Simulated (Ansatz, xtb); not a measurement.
C3H7FSSi: which of two structures lies lower

Structure a is `CS/C=C/[SiH2]F`, a singlet and structure b is a triplet given by its coordinates. Both are isolated molecules in the gas phase, relaxed with r2SCAN-D4/def2-SVP; the shapes shown needn't be the lowest conformers.

a (Å):

```json
{"atom": "C", "x (Å)": "-1.6213", "y (Å)": "-1.6122", "z (Å)": "0.0964"}
{"atom": "C", "x (Å)": "0.1251", "y (Å)": "0.4682", "z (Å)": "-0.2924"}
{"atom": "C", "x (Å)": "0.7342", "y (Å)": "1.6745", "z (Å)": "-0.3353"}
{"atom": "F", "x (Å)": "2.8522", "y (Å)": "0.3300", "z (Å)": "-1.5581"}
{"atom": "S", "x (Å)": "-1.4617", "y (Å)": "0.1733", "z (Å)": "0.3726"}
{"atom": "Si", "x (Å)": "2.4183", "y (Å)": "1.8292", "z (Å)": "-1.0714"}
{"atom": "H", "x (Å)": "-0.8447", "y (Å)": "-2.1685", "z (Å)": "0.6411"}
{"atom": "H", "x (Å)": "-1.5814", "y (Å)": "-1.8525", "z (Å)": "-0.9759"}
{"atom": "H", "x (Å)": "-2.6060", "y (Å)": "-1.9012", "z (Å)": "0.4886"}
{"atom": "H", "x (Å)": "0.6289", "y (Å)": "-0.4223", "z (Å)": "-0.6944"}
{"atom": "H", "x (Å)": "0.2121", "y (Å)": "2.5515", "z (Å)": "0.0725"}
{"atom": "H", "x (Å)": "2.4501", "y (Å)": "2.7224", "z (Å)": "-2.2660"}
{"atom": "H", "x (Å)": "3.4388", "y (Å)": "2.3029", "z (Å)": "-0.0915"}
```

b (Å):

```yaml
atoms:
  - { symbol: C, position_ang: [0.6593, -0.0449, -0.8947] }
  - { symbol: C, position_ang: [0.7226, 1.1383, 0.0252] }
  - { symbol: C, position_ang: [-0.3230, 2.2147, -0.0402] }
  - { symbol: F, position_ang: [-2.4101, 0.2911, -0.0614] }
  - { symbol: S, position_ang: [1.5851, 0.9443, 1.5157] }
  - { symbol: Si, position_ang: [-1.9732, 1.6708, 0.6970] }
  - { symbol: H, position_ang: [0.4126, 0.2965, -1.9147] }
  - { symbol: H, position_ang: [-0.1176, -0.7772, -0.5997] }
  - { symbol: H, position_ang: [1.6227, -0.5772, -0.9429] }
  - { symbol: H, position_ang: [-0.4904, 2.4960, -1.0977] }
  - { symbol: H, position_ang: [0.0029, 3.1371, 0.4774] }
  - { symbol: H, position_ang: [-3.0476, 2.6781, 0.4564] }
  - { symbol: H, position_ang: [-1.8450, 1.3716, 2.1493] }
```

Close contacts (Å): C1–C2 1.50, C2–C3 1.50, C2–S5 1.73, C3–Si6 1.89, F4–Si6 1.63, C1–H7 1.10, C1–H8 1.11, C1–H9 1.10, C3–H10 1.11, C3–H11 1.11, Si6–H12 1.49, Si6–H13 1.49.

**Question.** Estimate which is lower in electronic energy at CCSD(T)/def2-SVP + ΔMP2/def2-TZVPP, and by roughly how much.

**Answer.** The CCSD(T)/def2-SVP + ΔMP2/def2-TZVPP calculation puts structure a lower, by 1.932 eV.

How the difference moves with the method:

| level | geometry | E(b) − E(a) (eV) | departure from the last row (eV) | job, with rough time for the two |
| --- | --- | --- | --- | --- |
| r2SCAN-D4/def2-SVP | r2SCAN-D4/def2-SVP | +1.516 | −0.416 | optimisation, 4.4 min |
| HF/def2-SVP | r2SCAN-D4/def2-SVP | +0.836 | −1.096 | part of the CCSD(T) run |
| MP2/def2-SVP | r2SCAN-D4/def2-SVP | +1.746 | −0.186 | part of the CCSD(T) run |
| CCSD(T)/def2-SVP | r2SCAN-D4/def2-SVP | +1.620 | −0.312 | single point |
| CCSD(T)/def2-SVP + ΔMP2/def2-TZVPP | r2SCAN-D4/def2-SVP | +1.932 |  | single point, 3.4 min |

None of the levels shown reverses the order. The largest departure from CCSD(T)/def2-SVP + ΔMP2/def2-TZVPP is that of HF/def2-SVP, 1.096 eV. At CCSD(T)/def2-SVP + ΔMP2/def2-TZVPP a singlet with the links of b lies below this triplet. Levels run at GFN2-xTB geometries aren't shown. The last row adds to CCSD(T) the change of the MP2 difference between the two basis sets, here +0.312 eV, a large step that makes the value less sure.

With thermal terms from frequencies at re-optimised GFN2-xTB minima (ideal gas, soft modes damped towards free rotors, one conformer each, 298.15 K, 1 atm): the zero-point term adds −0.011 eV; ΔH is +1.920 and ΔG +1.926 eV.

Open shells are spin-unrestricted. The correlated steps freeze 14 core orbitals. ΔG holds the spin degeneracy. Run with Ansatz 0.2.0, xtb 6.7.1; the last row on 2 threads of Intel(R) Xeon(R) Processor @ 2.70GHz on a shared host.
